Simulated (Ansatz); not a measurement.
F2H2HfOS (`[OH][Hf]([F])([F])[SH]`). Total charge 0; spin multiplicity 1. Hf: def2 effective core potential.

Cartesian coordinates in Å:
```
O 0.9835 -0.9651 -0.6432
Hf -0.1465 -0.0835 0.6043
F -1.4798 -1.2558 1.2893
F 0.8398 0.5684 2.0956
S -1.2203 1.7933 -0.5587
H 1.5900 -1.5461 -1.0918
H -0.5668 1.4888 -1.6955
```

Task: What are the harmonic wavenumbers in cm⁻¹ at PBE0-D4/def2-TZVP (Ansatz, finite differences of forces, unscaled)? (Estimate.)

Result: Ansatz gave: 70, 126, 128, 160, 169, 181, 211, 306, 354, 511, 639, 650, 727, 2697, 4009.

Task: Is this a minimum?

Result: Yes, all 15 modes are real.

Task: Give the ideal-gas thermochemistry at 298.15 K and 1 bar (rigid rotor, harmonic oscillator; point group Cs, symmetry number 1).

Result: Zero-point energy 65.4 kJ/mol; H(298) − E = 90.8 kJ/mol; entropy 395.3 J/(mol·K), of which translation 178.5, rotation 117.7, vibration 99.1; G(298) − E = -27.1 kJ/mol. Modes under 100 cm⁻¹ are hindered rotations or soft bends, so the harmonic entropy is rough.

Task: And at 400, 500, 600, 800 and 1000 K?

Result: 
```csv
T (K),H − E (kJ/mol),S (J/mol/K),G − E (kJ/mol)
400,103.4,431.5,-69.2
500,116.3,460.3,-113.9
600,129.6,484.6,-161.1
800,157.0,524.0,-262.2
1000,185.1,555.3,-370.2
```

Task: Rotational constants (cm⁻¹)?

Result: 0.09218, 0.05571, 0.05479.
